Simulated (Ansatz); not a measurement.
Relaxation of H$_{4}$Sn (5 atoms, charge 0, multiplicity 1), to a largest force component of 0.02 eV/Å in at most 40 steps.

Method: Ansatz 0.2.0, RKS PBE-D4/def2-TZVP.

```xyz
5
Properties=species:S:1:pos:R:3:forces:R:3
Sn 0.000 0.000 0.000 0.02 0.00 0.01
H 0.000 0.000 1.740 0.00 0.00 -0.30
H 1.641 0.000 -0.579 -0.28 0.00 0.10
H -0.820 1.420 -0.579 0.13 -0.23 0.09
H -0.820 -1.420 -0.579 0.13 0.23 0.09
```

**Question.** Where does it end, and by what steps?

**Answer.** It converged. After 2 steps the energy has fallen by 0.014 eV; H3 moved furthest, 0.02 Å.

```
step  energy less start (eV)  largest force component (eV/Å)  accepted
   0                  0.0000                           0.297       yes
   1                 -0.0084                           0.196       yes
   2                 -0.0137                           0.007       yes
```

```xyz
5
Properties=species:S:1:pos:R:3
Sn 0.000 0.000 0.000
H 0.000 0.000 1.716
H 1.618 0.000 -0.571
H -0.808 1.401 -0.572
H -0.808 -1.401 -0.572
```

The run took 3 s on 2 threads of Arm Neoverse V1, on a shared host, peak memory 0.11 GiB.
